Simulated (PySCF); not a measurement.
Gas-phase reaction: 2 GeHF3 + i-Si4H10 → H3SiGeH3 + 3 SiHF2 + GeH3

Energies from PySCF, thermal terms from the rigid-rotor harmonic-oscillator model, ideal gas at 1 bar. † marks an energy on the PBE0/def2-TZVP geometry and frequencies; other levels use their own. MP2 freezes the core. 6-31G* has spherical d functions here. Open shells (unrestricted): SiHF2 (multiplicity 2), GeH3 (multiplicity 2); the rest are closed-shell singlets. B3LYP is the form with VWN-RPA correlation. Ge: all electrons, no relativistic terms. GeHF3, SiHF2, GeH3: computed as isolated molecules; such fragments, hydroxides, amides, oligomers or adducts are transient or little studied in the gas. MP2 isn't extrapolated to the basis-set limit; its ΔH°(298 K) is 313.0 kJ in def2-SVP and 225.4 kJ in def2-TZVPP. The harmonic model lacks anharmonicity and excited electronic states, which grow with temperature; levels with a mode under 35 cm⁻¹ are left out. Internal rotation in i-Si4H10, H3SiGeH3 is treated as a harmonic vibration of one conformer, which makes the entropy rough.

```json
[
 {"level": "B3LYP/6-31G*", "ΔE electronic, kJ": "239", "ΔH°(298 K), kJ": "221", "ΔS°(298 K), J/K": "340", "ΔG°(1400 K), kJ": "-224"},
 {"level": "B3LYP/def2-TZVP†", "ΔE electronic, kJ": "184", "ΔH°(298 K), kJ": "168", "ΔS°(298 K), J/K": "340", "ΔG°(1400 K), kJ": "-277"},
 {"level": "BLYP/def2-TZVP†", "ΔE electronic, kJ": "172", "ΔH°(298 K), kJ": "157", "ΔS°(298 K), J/K": "340", "ΔG°(1400 K), kJ": "-288"},
 {"level": "HF/6-31G*", "ΔE electronic, kJ": "99", "ΔH°(298 K), kJ": "82", "ΔS°(298 K), J/K": "345", "ΔG°(1400 K), kJ": "-371"},
 {"level": "HF/def2-TZVP†", "ΔE electronic, kJ": "62", "ΔH°(298 K), kJ": "47", "ΔS°(298 K), J/K": "340", "ΔG°(1400 K), kJ": "-398"},
 {"level": "MP2/def2-SVP†", "ΔE electronic, kJ": "329", "ΔH°(298 K), kJ": "313", "ΔS°(298 K), J/K": "340", "ΔG°(1400 K), kJ": "-132"},
 {"level": "PBE/def2-SVP", "ΔE electronic, kJ": "319", "ΔH°(298 K), kJ": "302", "ΔS°(298 K), J/K": "341", "ΔG°(1400 K), kJ": "-144"},
 {"level": "PBE/def2-TZVP†", "ΔE electronic, kJ": "232", "ΔH°(298 K), kJ": "216", "ΔS°(298 K), J/K": "340", "ΔG°(1400 K), kJ": "-229"},
 {"level": "PBE0/def2-SVP†", "ΔE electronic, kJ": "323", "ΔH°(298 K), kJ": "307", "ΔS°(298 K), J/K": "340", "ΔG°(1400 K), kJ": "-138"},
 {"level": "LDA/def2-TZVP†", "ΔE electronic, kJ": "287", "ΔH°(298 K), kJ": "272", "ΔS°(298 K), J/K": "340", "ΔG°(1400 K), kJ": "-173"}
]
```
ΔH° is lowest at HF/def2-TZVP† and highest at MP2/def2-SVP†. No reference value is set beside these.
